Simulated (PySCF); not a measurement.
In(F)(SH)2 (FH₂InS₂), SMILES [F][In]([SH])[SH].

Coordinates come from a B3LYP-D3(BJ)/def2-SVP optimisation. The def2 effective core potentials stand for the cores of In; spin–orbit coupling is left out. Other conformers were not sampled.

The numbers are results of r2SCAN/def2-TZVP in PySCF, not measurements.

Computed frontier levels, gap, dipole moment and polarisability:
```yaml
highest_occupied_level: -6.96 eV
lowest_empty_level: -3.05 eV
orbital_gap: 3.91 eV
dipole_moment: 2.11 D
quadrupole, principal values (traceless, Buckingham form, about the centre of nuclear charge): -6.94, 3.47, 3.47 D·Å
mean_static_polarisability: 76.7 bohr³ (11.36 Å³)
polarisability_principal_values: 51.3, 69.2, 109.5 bohr³
```
